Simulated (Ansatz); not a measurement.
H2Au3⁺, relaxed as a singlet with RKS PBE-D4/def2-TZVP in Ansatz, starting from the GFN1-xTB geometry. Force threshold 0.02 eV/Å.

In the def2 sets Au takes a core potential; there is no spin–orbit coupling. In the singlet, H4 and H5 lie 0.84 Å apart (atoms count from 1), so H2 has formed as a molecule. Another isomer (singlet) lies 0.04 eV lower at PBE-D4/def2-TZVP; other spin states weren't run for this one.

Start:

```xyz
5

Au    0.3607    0.0513    0.1897
Au   -1.4909   -1.4199   -0.6826
Au   -1.6726    0.9747   -0.9750
H     1.4699   -0.7227    0.8485
H     1.3328    1.1166    0.6193
```

Question: Estimate the energy that the relaxation releases and the steps that it takes.

Answer: 109.4 kJ/mol, in 9 steps; 16 s on 2 threads of Intel Xeon Platinum 8375C on a shared host. No frequencies were taken in this run, so the end may be a saddle point.

Question: Does the start keep its bonding and symmetry?

Answer: By distances, no bond broke or formed. The bond that changes most is Au1–H4, from 1.50 to 1.80 Å (atoms count from 1). A close non-bonded pair moves further: H4–H5, from 1.86 to 0.84 Å. Point group C2v at the start, C2v at the end, both within 0.05 Å.

Question: Predict the relaxed structure.

Answer: 
```xyz
5

Au    0.214    0.030    0.112
Au   -1.757   -1.539   -0.815
Au   -1.952    1.018   -1.129
H     1.779   -0.172    0.968
H     1.717    0.663    0.864
```
Bond lengths (bridged metal pairs left out): 3 × Au–Au 2.58 to 2.68 Å; 2 × Au–H 1.80 Å.
